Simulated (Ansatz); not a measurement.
This singlet lies 0.53 eV below the relaxed triplet at the level frozen-core CCSD(T)/cc-pVTZ // B3LYP-D3(BJ)/def2-TZVP (Ansatz, a quantum-chemistry and plane-wave program); other levels give the other order.

Species: C₄H₄, SMILES `C1=CC=C1` (singlet; the order of the spin states depends on the level) (charge 0, multiplicity 1).

Problem. Give a relaxed geometry from B3LYP-D3(BJ)/def2-TZVP in Ansatz.

Solution. the end point of this relaxation (outside a Z-matrix the atoms follow the SMILES, hydrogens last).
Z-matrix (Å, degrees):
```
C
C 1 1.3297
H 1 1.0794 2 135.10
H 2 1.0794 1 135.10 3 0.02
C 2 1.5765 4 134.90 1 -179.95
C 5 1.3297 2 90.00 4 -179.98
H 6 1.0794 5 135.10 2 179.99
H 5 1.0794 6 135.10 7 0.02
```
